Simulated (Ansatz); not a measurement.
Basis-set extrapolation for `FCO[SiH2]F` (PBE0-D4/def2-TZVP geometry, frozen core, Ansatz). Multiplicity 1, RHF reference.

```tsv
	def2-TZVPP	def2-QZVPP
HF	-603.133055	-603.157433
MP2 correlation	-1.019793	-1.108579
CCSD(T) correlation	-1.077971	not run
```

Energies in hartree. Use E(X) = E(∞) + A·exp(−7.88·√X) for Hartree–Fock and E(X) = E(∞) + B·X^(−2.97) for correlation, with X = 3 and 4, and add CCSD(T) minus MP2 of the smaller set to the MP2 limit.

**Question.** What is the CCSD(T) energy at the basis-set limit?

**Answer.** HF limit: -603.157433 + (-0.024378) × 0.13774 = -603.16079. MP2 limit: -1.108579 + (-0.088786) × 0.74074 = -1.17435. Higher-order term: -1.077971 − (-1.019793) = -0.05818. Total: -604.39332 hartree, 4.96 eV below CCSD(T)/def2-TZVPP.
